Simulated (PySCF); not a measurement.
C7H7NO.
Bonds: C1–C2, C2–O3 (double), C2–C4, C4–C5 (aromatic), C5–C6 (aromatic), C6–N7 (aromatic), N7–C8 (aromatic), C8–C9 (aromatic), C4–C9 (aromatic). Hydrogens: H10, H11, H12 on C1; H13 on C5; H14 on C6; H15 on C8; H16 on C9.

Torsions of this conformer, `[CH3:1][C:2](=[O:3])[c:4]1[cH:5][cH:6][n:7][cH:8][cH:9]1`: C1–C2–C4–C5 -179°.

The closed-shell ground state was solved at several levels (PySCF, density fitting, gas phase, non-relativistic). One conformer (not necessarily the lowest) at the PBE0-D3(BJ)/def2-SVP geometry, without solvent, vibrations or thermal averaging.

```
         level  basis functions  total energy (Eh)  HOMO (eV)  LUMO (eV)  gap (eV)  dipole (D)
  PBE/pcSseg-1              188          -400.4032      -6.00      -3.07      2.93        2.37
PBE0/def2-SVPD              239          -400.1957      -7.63      -2.25      5.38        2.53
 PBE0/pcSseg-1              188          -400.4181      -7.62      -2.18      5.44        2.50
```

**Question.** What might B3LYP/pcJ-1 (313 basis functions) give for the same quantities?

**Answer.** Total energy -400.9442 Eh, HOMO -7.34 eV, LUMO -2.34 eV, gap 5.00 eV, dipole 2.47 D.

**Question.** Over all these levels, which gives the widest orbital gap and which the narrowest?

**Answer.** PBE0/pcSseg-1 (global hybrid, 25 % exact exchange) has the widest, 5.44 eV, and PBE/pcSseg-1 (GGA) the narrowest, 2.93 eV. The two share the basis. From the narrowest to the widest the HOMO moves by -1.62 eV and the LUMO by +0.89 eV.

**Question.** How far do the dipole and the HOMO energy spread over the levels?

**Answer.** The dipole runs from 2.37 to 2.53 D (mean 2.47 D) and the HOMO from -7.63 to -6.00 eV.
